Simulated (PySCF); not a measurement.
The numbers below are computed, except where a source is named.
# CH7OSi2

The system: CH7OSi2, a small molecule (built as: Si site whose three back bonds go to SiH3, CH3, OH); neutral, doublet. The structure, one conformer, was relaxed in the gas phase by PBE0-D3(BJ)/def2-SVP. No frequency run checks that it is a minimum.

SMILES: C[Si](O)[SiH3]

| atom | x (Å) | y (Å) | z (Å) |
| --- | --- | --- | --- |
| Si1 | -0.154 | -0.464 | 0.664 |
| Si2 | 1.890 | 0.035 | -0.361 |
| C3 | -1.602 | -0.295 | -0.537 |
| O4 | -0.310 | 0.583 | 1.971 |
| H5 | 2.064 | -0.904 | -1.515 |
| H6 | 1.956 | 1.438 | -0.887 |
| H7 | 3.023 | -0.170 | 0.593 |
| H8 | -2.557 | -0.596 | -0.076 |
| H9 | -1.702 | 0.747 | -0.884 |
| H10 | -1.436 | -0.940 | -1.414 |
| H11 | -1.140 | 0.537 | 2.456 |

EPR values by unrestricted B3LYP, IGLO-III on C O Si, pcH-1 on H.

(1) Predict g and the largest hyperfine couplings. Where does the spin sit?

(2) How do the isotropic couplings move with BHandHLYP?

Results:

(1) g = 2.0016, 2.0020, 2.0045. The spin sits on Si1 (84 %, bonded to 1 C + 1 O + 1 Si) by Mulliken populations.
```tsv
atom	isotope	isotropic (MHz)	dipolar, principal values (MHz)
Si1	29Si	-492.9	-143.6, 71.4, 72.3
Si2	29Si	-92.3	-18.1, 7.3, 10.7
H6	1H	60.2	-2.4, -0.4, 2.8
H9	1H	54.6	-4.0, 0.2, 3.8
C3	13C	38.2	-5.1, -4.1, 9.3
O4	17O	-10.2	-31.4, 15.2, 16.2
```

(2) Si1 -492.9 to -528.7 MHz, Si2 -92.3 to -92.9 MHz, H6 60.2 to 58.7 MHz, H9 54.6 to 54.3 MHz.
